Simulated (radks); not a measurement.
Numerical settings for the cerium ion Ce+, [Xe] 4f1 5d2. All-electron calculation, scalar-relativistic Kohn-Sham, BLYP, spin-polarised, spherical densities, finite nucleus; open shells are filled with parallel spins first (spin-orbit coupling, left out, can overturn this in heavy ions); Fermi nuclear charge, rms radius 4.8771 fm. Program: a radial shooting solver on a logarithmic mesh with Libxc functionals. The defaults (mesh step 0.008 in ln r, mesh end at 40 bohr or more with all orbitals vanishing there, Anderson mixing 0.5 over 9 steps, residual threshold near 1e-9 with the energy settled to 1e-9 hartree or 1e-11 of itself, here a cap of 61 iterations) give E = -8860.5783 hartree and 5d at -7.500 eV in 15 iterations. Run on one thread of a shared host, so times are rough (Arm Neoverse V1): 0.26 s of CPU time, 0.26 s wall, 15 iterations on 2314 mesh points. Changes against that run (0 stands for a change within the tolerance of the run):

mesh step in ln r 0.012: iterations 14; converged yes; E (mhartree) 0; e(5d) (meV) 0; CPU (s) 0.17
mesh step in ln r 0.02: iterations 14; converged yes; E (mhartree) +0.000512; e(5d) (meV) 0; CPU (s) 0.11
mesh step in ln r 0.08: iterations 2; converged no; E (mhartree) diverged; CPU (s) 0.02
mesh end (bohr) 20: iterations 15; converged yes; E (mhartree) 0; e(5d) (meV) 0; CPU (s) 0.26
mesh end (bohr) 2: iterations 17; converged level above zero; E (mhartree) +1.69e+04; e(5d) (meV) +9.91e+04; CPU (s) 0.36
residual threshold 1e-05: iterations 12; converged yes; E (mhartree) 0; e(5d) (meV) +0.048; CPU (s) 0.23
residual threshold 1e-13: iterations 60; converged yes; E (mhartree) 0; e(5d) (meV) 0; CPU (s) 0.53
mixing 0.05: iterations 25; converged yes; E (mhartree) 0; e(5d) (meV) 0; CPU (s) 0.39
linear mixing, mixing 0.2: iterations 61; converged no; E (mhartree) 0; e(5d) (meV) 0; CPU (s) 0.83
linear mixing, mixing 0.05: iterations 61; converged no; E (mhartree) +2.14; e(5d) (meV) -185; CPU (s) 0.97
mixing history 20: iterations 18; converged yes; E (mhartree) 0; e(5d) (meV) 0; CPU (s) 0.3
iteration cap 3: iterations 3; converged no; E (mhartree) +8.7; e(5d) (meV) -289; CPU (s) 0.08

Settled on a wrong energy, with an occupied level pushed above zero by the early mesh end: mesh end (bohr) 2 (+16.9 hartree). Apart from these: no run marked as converged misses the energy by more than 1 mhartree. A mesh that ends early acts as a hard wall.
